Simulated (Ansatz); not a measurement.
The cluster ZrGe10. Total charge 0; singlet. Geometry r2SCAN-D4/def2-SVP.

```xyz
11

Zr    0.637    0.897   -0.599
Ge   -0.616    0.712    2.322
Ge   -1.168   -1.525   -1.616
Ge   -2.132    0.592   -0.039
Ge   -0.458    2.798    0.974
Ge    1.476   -0.943    1.940
Ge   -0.975    0.681   -2.748
Ge    1.139   -2.306   -0.456
Ge    1.850    1.516    1.701
Ge   -1.020   -1.548    1.021
Ge    1.266   -0.874   -2.499
```

In the def2 sets Zr takes a core potential; there is no spin–orbit coupling. Single mean-field runs in def2-TZVP are fitted with def2-universal-jkfit. The restricted singlet is unstable towards broken spin symmetry in Hartree–Fock (as tested in another run); at PBE-D4/def2-SVP, r2SCAN-D4/def2-TZVP, PBE0-D4/def2-TZVP, CAM-B3LYP-D4/def2-TZVP this wasn't settled. No other spin state of charge 0 was run. Another isomer (singlet) lies 0.56 eV lower at PBE0-D4/def2-TZVP; other spin states weren't run for this one.

Question: Estimate the orbital energies around the gap (eV) in Ansatz with PBE-D4/def2-SVP, PBE-D4/def2-TZVP, r2SCAN-D4/def2-TZVP, PBE0-D4/def2-TZVP, CAM-B3LYP-D4/def2-TZVP.

Answer: 
```
orbital  PBE-D4/def2-SVP  PBE-D4/def2-TZVP  r2SCAN-D4/def2-TZVP  PBE0-D4/def2-TZVP  CAM-B3LYP-D4/def2-TZVP
 HOMO−9            -6.96             -6.87                -7.19              -7.68                   -8.52
 HOMO−8            -6.76             -6.68                -7.00              -7.57                   -8.48
 HOMO−7            -6.49             -6.42                -6.69              -7.22                   -8.10
 HOMO−6            -6.35             -6.27                -6.58              -7.16                   -8.10
 HOMO−5            -5.96             -5.89                -6.13              -6.60                   -7.44
 HOMO−4            -5.81             -5.74                -6.00              -6.49                   -7.32
 HOMO−3            -5.57             -5.50                -5.78              -6.30                   -7.23
 HOMO−2            -5.56             -5.49                -5.76              -6.29                   -7.21
 HOMO−1            -5.43             -5.37                -5.59              -6.06                   -6.91
   HOMO            -5.11             -5.04                -5.26              -5.76                   -6.63
   LUMO            -4.39             -4.32                -4.48              -3.96                   -3.20
 LUMO+1            -4.18             -4.12                -4.23              -3.67                   -2.78
 LUMO+2            -3.41             -3.35                -3.38              -2.81                   -1.91
 LUMO+3            -3.16             -3.10                -3.14              -2.56                   -1.62
 LUMO+4            -3.10             -3.05                -3.01              -2.42                   -1.53
 LUMO+5            -2.52             -2.47                -2.46              -1.88                   -0.89
```
